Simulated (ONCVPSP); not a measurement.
## Before and after: ONCV potential for rhodium

- Element: rhodium (Rh)
- Generator: ONCVPSP 4.0.1
- Type: optimised norm-conserving Vanderbilt (ONCV)
- Functional: LDA (Perdew-Zunger)
- Relativity: non-relativistic
- Frozen core: [Kr]
- Valence charge: 9
- Reference configuration: 4d7 (charge +2)
- Partial waves: s scattering state at 0.17 Ha: rc 1.85 bohr, ncon 4, nbas 9, qcut 3.4 1/bohr, 1 projector; p scattering state at 0.1 Ha: rc 1.95 bohr, ncon 3, nbas 7, qcut 4.2 1/bohr, 2 projectors, debl 2.1 Ha; 4d: rc 1.90 bohr, ncon 4, nbas 9, qcut 8.1 1/bohr, 2 projectors, debl 0.6 Ha
- Local potential: polynomial inside 1.40 bohr (lpopt 5, dvloc0 3 Ha)
- Core correction: Teter function, fcfact 3.25, rcfact 1.6

In the s channel the program set the typed energies aside and used 0.050 Ha. In the p channel the program set the typed energies aside and used 0.050, 2.150 Ha. In the d channel the program set the typed energies aside and used -0.967, 0.250 Ha.

Change: core correction Teter function, fcfact 3.25, rcfact 2.02.

Cutoffs: the cutoffs (Ha) at which the residual kinetic energy of the hardest occupied pseudo-wave falls to 1 and 0.1 mHa per electron; they do not see the model core or the augmentation charge, which bear on the density cutoff. Errors are all-electron minus pseudo energies relative to the spin-unpolarised reference configuration.

Q: What does the change do?

A: The potential gets neither clearly harder nor softer (23 Ha and 27 Ha → 23 Ha and 27 Ha); both files keep a bound ghost (p); of the 4 tests that both files solve, the error grows in 4 and shrinks in 0 by more than 15 % and 0.3 meV (median size 118.9 → 292.1 meV). A model core, the more so a compact one, raises the density cutoff, which this test does not measure.

```tsv
quantity	base	changed
cutoff, loose	23 Ha	23 Ha
cutoff, tight	27 Ha	27 Ha
bound ghosts	p	p
GHOST(+) flags under 300 eV	none	none
error for 4d8 5s1, meV [ΔE -27.31 eV]	+47	-384
error for 4d8, meV [ΔE -20.04 eV]	-87	-191
error for 4d6, meV [ΔE 33.14 eV]	-150	-241
error for 4d7 5s2, meV [ΔE -24.07 eV]	+222	-343
s: phases at 1.87 bohr within 0.05 rad from the reference energy up to (Ha; the scan ends near 5)	1.4	1.4
p: phases at 1.98 bohr within 0.05 rad from the reference energy up to (Ha; the scan ends near 5)	4.5	4.5
d: phases at 1.93 bohr within 0.05 rad from the reference energy up to (Ha; the scan ends near 5)	to the end of the scan	to the end of the scan
rms error of d²Exc/dni dnj with the model core, mHa	3.22	0.83
```

 A true bound ghost makes a file unfit for plane-wave use even where its test errors are small: the radial tests pick states by their node count and pass the ghost by.
